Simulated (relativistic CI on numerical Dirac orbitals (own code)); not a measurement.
## Line list: Electric-dipole lines, Gd⁵⁵⁺

Method of calculation: Dirac-Coulomb-Breit CI, KLI orbitals optimised for each configuration, model QED (radiative potential, 1s self-energy scaled to tabulated hydrogen-like ionisation energies), unscaled Slater integrals (own radial code, finite nucleus).

Configurations in the expansion (outside the closed core 1s2): 2s2.2p5, 2s.2p6, 2p6.3s, 2p6.3p, 2p6.3d, 2s2.2p4.3s, 2s2.2p4.3p, 2s2.2p4.3d, 2s.2p5.3s, 2s.2p5.3p, 2s.2p5.3d, 2s2.2p4.4s, 2s2.2p4.4p, 2s2.2p4.4d, 2s2.2p4.4f, 2s.2p5.4s, 2s2.2p3.3s2, 2s.2p5.4p, 2s.2p5.4d, 2s2.2p3.3s.3p, 2s.2p5.4f, 2s2.2p4.5s, 2s2.2p4.5p, 2s2.2p4.5d, 2s2.2p3.3s.3d, 2s2.2p4.5f, 2s2.2p3.3p2, 2s2.2p4.5g, 2s2.2p3.3p.3d, 2s.2p4.3s2, 2s2.2p3.3d2, 2s.2p4.3s.3p, 2s.2p4.3s.3d, 2s.2p4.3p2, 2s.2p5.5s, 2s.2p5.5p. Levels of other configurations are missing.

| λ vac (nm) | Lower | Upper | A (s⁻¹) | log gf | S velocity/length |
| --- | --- | --- | --- | --- | --- |
| 0.14010 | 2s2.2p5 2P°_3/2 [1] | 2s2.2p4.4d 2D_5/2 [131] | 3.75e+14 | -0.18 | 0.98 |
| 0.16684 | 2s2.2p5 2P°_1/2 [2] | 2s2.2p4.3d 2D_3/2 [93] | 9.01e+14 | 0.18 | 0.99 |
| 0.16696 | 2s2.2p5 2P°_3/2 [1] | 2s2.2p4.3d 2F_5/2 [53] | 4.24e+14 | 0.03 | 1.00 |
| 0.16700 | 2s2.2p5 2P°_3/2 [1] | 2s2.2p4.3d 2P_3/2 [52] | 8.39e+14 | 0.15 | 1.00 |
| 0.16720 | 2s2.2p5 2P°_3/2 [1] | 2s2.2p4.3d 2S_1/2 [51] | 1.07e+15 | -0.05 | 0.99 |
| 0.16764 | 2s.2p6 2S_1/2 [3] | 2s.2p5.3d 2P°_3/2 [105] | 8.36e+14 | 0.15 | 0.98 |
| 0.16768 | 2s.2p6 2S_1/2 [3] | 2s.2p5.3d 2P°_1/2 [104] | 1.24e+15 | 0.02 | 0.98 |
| 0.16777 | 2s2.2p5 2P°_3/2 [1] | 2s2.2p4.3d 4F_5/2 [47] | 6.30e+14 | 0.20 | 1.00 |
| 0.18300 | 2s2.2p5 2P°_3/2 [1] | 2s2.2p4.3d 2D_5/2 [25] | 6.17e+14 | 0.27 | 1.00 |
| 0.18311 | 2s2.2p5 2P°_1/2 [2] | 2s2.2p4.3d 2P_1/2 [63] | 1.64e+15 | 0.22 | 0.99 |
| 0.18326 | 2s2.2p5 2P°_1/2 [2] | 2s2.2p4.3d 2D_3/2 [62] | 1.48e+15 | 0.48 | 1.00 |
| 0.18357 | 2s.2p6 2S_1/2 [3] | 2s.2p5.3d 2P°_3/2 [87] | 1.18e+15 | 0.38 | 0.98 |
| 0.18371 | 2s2.2p5 2P°_3/2 [1] | 2s2.2p4.3d 2P_3/2 [24] | 1.04e+15 | 0.32 | 0.99 |
| 0.18377 | 2s2.2p5 2P°_3/2 [1] | 2s2.2p4.3d 2D_5/2 [23] | 8.26e+14 | 0.40 | 1.00 |
| 0.18483 | 2s.2p6 2S_1/2 [3] | 2s.2p5.3d 2P°_1/2 [83] | 1.50e+15 | 0.19 | 0.98 |
| 0.50163 | 2s2.2p4.3p 2D°_5/2 [8] | 2s2.2p4.4d 2F_7/2 [124] | 5.55e+13 | 0.22 | 1.00 |
| 0.53999 | 2s2.2p4.3p 2F°_7/2 [38] | 2s2.2p4.4d 2G_9/2 [173] | 6.96e+13 | 0.48 | 1.00 |
| 0.54044 | 2s2.2p4.3p 2D°_5/2 [10] | 2s2.2p4.4d 2F_7/2 [127] | 5.48e+13 | 0.28 | 1.00 |
| 0.54045 | 2s2.2p4.3p 4D°_7/2 [11] | 2s2.2p4.4d 4F_9/2 [128] | 6.95e+13 | 0.48 | 1.00 |
| 0.54157 | 2s2.2p4.3p 2P°_3/2 [14] | 2s2.2p4.4d 2D_5/2 [144] | 6.08e+13 | 0.20 | 0.99 |
| 0.56323 | 2s2.2p4.3d 2D_3/2 [21] | 2s2.2p4.4f 2F°_5/2 [145] | 1.16e+14 | 0.52 | 0.99 |
| 0.56341 | 2s2.2p4.3d 2G_7/2 [50] | 2s2.2p4.4f 2H°_9/2 [184] | 1.33e+14 | 0.80 | 1.00 |
| 0.56352 | 2s2.2p4.3d 4D_3/2 [15] | 2s2.2p4.4f 4F°_5/2 [134] | 7.59e+13 | 0.34 | 0.99 |
| 0.56405 | 2s2.2p4.3d 4D_5/2 [16] | 2s2.2p4.4f 4F°_5/2 [134] | 5.95e+13 | 0.23 | 0.99 |
| 0.56408 | 2s2.2p4.3d 4D_5/2 [16] | 2s2.2p4.4f 2G°_7/2 [133] | 9.71e+13 | 0.57 | 0.99 |
| 0.56465 | 2s2.2p4.3d 2F_7/2 [17] | 2s2.2p4.4f 2G°_9/2 [132] | 1.31e+14 | 0.80 | 1.00 |
| 0.56557 | 2s.2p5.3d 4F°_7/2 [74] | 2s.2p5.4f 2G_9/2 [265] | 1.27e+14 | 0.79 | 1.00 |
| 0.57276 | 2s2.2p4.3d 4F_7/2 [54] | 2s2.2p4.4f 4G°_9/2 [181] | 1.36e+14 | 0.83 | 0.99 |
| 0.57292 | 2s.2p5.3d 4F°_9/2 [76] | 2s.2p5.4f 4G_11/2 [269] | 1.39e+14 | 0.92 | 1.00 |
| 0.57326 | 2s2.2p4.3d 2G_9/2 [57] | 2s2.2p4.4f 2H°_11/2 [189] | 1.40e+14 | 0.92 | 1.00 |
| 0.57349 | 2s2.2p4.3d 2F_7/2 [19] | 2s2.2p4.4f 2G°_9/2 [139] | 1.23e+14 | 0.78 | 0.99 |
| 0.57377 | 2s2.2p4.3d 4F_9/2 [20] | 2s2.2p4.4f 4G°_11/2 [138] | 1.40e+14 | 0.92 | 1.00 |
| 0.57524 | 2s2.2p4.3d 2F_5/2 [55] | 2s2.2p4.4f 4D°_7/2 [183] | 1.24e+14 | 0.69 | 0.99 |
| 0.57541 | 2s.2p5.3d 2F°_7/2 [85] | 2s.2p5.4f 2G_9/2 [283] | 1.39e+14 | 0.84 | 0.99 |
| 0.57597 | 2s2.2p4.3d 2F_7/2 [59] | 2s2.2p4.4f 2G°_9/2 [193] | 1.17e+14 | 0.77 | 0.99 |
| 0.57605 | 2s2.2p4.3d 2D_5/2 [25] | 2s2.2p4.4f 2F°_7/2 [146] | 1.33e+14 | 0.73 | 0.99 |
| 0.57689 | 2s.2p5.3d 4D°_7/2 [78] | 2s.2p5.4f 4F_9/2 [272] | 1.19e+14 | 0.77 | 1.00 |
| 0.58208 | 2s2.2p4.3d 2D_5/2 [23] | 2s2.2p4.4f 2F°_7/2 [140] | 1.01e+14 | 0.61 | 0.99 |
| 0.58256 | 2s2.2p4.3d 2P_3/2 [24] | 2s2.2p4.4f 2D°_5/2 [142] | 8.29e+13 | 0.40 | 0.99 |
| 1.2734 | 2s2.2p4.4f 2G°_9/2 [132] | 2s2.2p4.5g 2H_11/2 [240] | 4.08e+13 | 1.08 | 1.00 |
| 1.2808 | 2s2.2p4.4f 2H°_11/2 [189] | 2s2.2p4.5g 2I_13/2 [358] | 4.20e+13 | 1.16 | 1.00 |
| 1.2817 | 2s2.2p4.4f 4G°_11/2 [138] | 2s2.2p4.5g 4H_13/2 [245] | 4.20e+13 | 1.16 | 1.00 |
| 1.2822 | 2s2.2p4.4f 2G°_9/2 [139] | 2s2.2p4.5g 2H_11/2 [242] | 3.80e+13 | 1.05 | 1.00 |
| 1.2830 | 2s2.2p4.4f 2F°_7/2 [146] | 2s2.2p4.5g 2G_9/2 [260] | 4.10e+13 | 1.01 | 1.00 |
| 4.0120 | 2s2.2p4.3s 4P_5/2 [4] | 2s2.2p4.3p 4D°_7/2 [11] | 4.56e+11 | -0.06 | 1.03 |

Terms are leading LS components. Brackets give the number of a level in order of energy, since labels repeat. The list gives strong lines, with weight on those to low levels, among the lowest 400 of 1235 levels, so that lines to higher ones, which can be the strongest, are missing. Levels whose partners in the same complex of configurations lie outside the list can be far off, and so can their lines. Rates are taken at the computed energies, electric ones in the length gauge. A velocity-to-length ratio far from 1 marks an uncertain rate.

At this charge energies of transitions that change n are usually good to better than 1 %, and those within a shell (Δn = 0) to a few per cent.

LS names give the leading component of a level, which can be under half, so a name can repeat, a term be missing and a line seem to break the LS rules.
